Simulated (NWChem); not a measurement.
# C2H5BO2; SMILES CB(O)C=O

```xyz
10

C     -0.6142    -1.8900    -0.0004
B      0.0618    -0.4830     0.0002
O      1.3918    -0.3044     0.0003
C     -0.7376     0.9347     0.0007
O     -0.0751     1.9532    -0.0007
H     -1.2703    -2.0001    -0.8816
H     -1.2770    -1.9979     0.8760
H      0.1109    -2.7156     0.0033
H      1.5610     0.6571     0.0001
H     -1.8567     1.0127     0.0026
```
Atoms are numbered in this order, from 1.

Program: NWChem. Medium grid unless said otherwise, to which SCAN and Minnesota functionals are sensitive. Structure relaxed at the PBE0/def2-SVP level.

Question: Order these by “orbital gap (eV)”, lowest first: r2SCAN/def2-TZVP; PBE/def2-TZVP; PW6B95/def2-TZVP; B3LYP/def2-TZVP.

Answer: PBE/def2-TZVP (2.58), r2SCAN/def2-TZVP (3.03), B3LYP/def2-TZVP (4.76), PW6B95/def2-TZVP (5.44)
